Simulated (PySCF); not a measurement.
**Polarisability and C₆ of Ni(3+) (nickel, charge +3)**

[Ar] 3d7, high-spin 4F determinant. All numbers are calculated (PySCF 2.14, the spin-free X2C one-electron Hamiltonian (Gaussian nucleus), in x2c-QZVPPall with one added diffuse shell each of s, p, d, f, g type (12s8p7d5f3g, 133 functions)). Coupled (time-dependent) response in atomic units; α is the mean over directions.

| method | mean α (bohr³) | C₆ (like pair) | S(−4) |
| --- | --- | --- | --- |
| PBEsol | 1.772 | 4.193 | 1.125 |

S(−4) is the Cauchy moment in α(ω) = α(0) + S(−4) ω² + …

α(iu) at PBEsol:

```
u (hartree)  α(iu) (bohr³)
          0          1.772
     0.0500          1.769
      0.100          1.761
      0.200          1.729
      0.300          1.680
      0.500          1.554
      0.750          1.382
       1.00          1.226
       1.50         0.9749
       2.00         0.7906
       3.00         0.5453
       5.00         0.2998
```

A single London oscillator, α(iu) = α/(1 + u²/ω²), gives C₆ = (3/4) ω α². Matching the computed C₆ needs ω = 4 × 4.193 / (3 × 1.772²) = 1.78 hartree.

For an ion, C₆ is the dispersion term alone; charge-induced terms of lower order in 1/R come first.
